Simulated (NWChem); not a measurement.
C₃H₄F₂O; SMILES COC=C(F)F

```xyz
10

C      0.1482    -2.5524     0.0682
O     -0.3805    -1.3160    -0.3817
C      0.4849    -0.2695    -0.2746
C      0.0634     0.9562     0.0901
F     -1.1797     1.2645     0.4299
F      0.8573     2.0230     0.0987
H     -0.6120    -3.3276    -0.1439
H      0.3608    -2.5400     1.1616
H      1.0894    -2.8162    -0.4696
H      1.5477    -0.4154    -0.5382
```
Atoms are numbered in this order, from 1.

All runs: NWChem. Geometry: optimised at PBE-D3(BJ)/def2-SVP. Level: PBE0/def2-SVP with SMD (1 M gas to 1 M solution), gas-phase geometry.

### Question
Predict the results for solvent ethanol. Quantities: solvation free energy (kcal/mol); cavity-dispersion-structure term (kcal/mol); dipole in solution (D).

### Answer
The solvation free energy (kcal/mol) comes out as -2.0, the cavity-dispersion-structure term (kcal/mol) is 2.5 and the dipole in solution (D) comes out as 3.25.
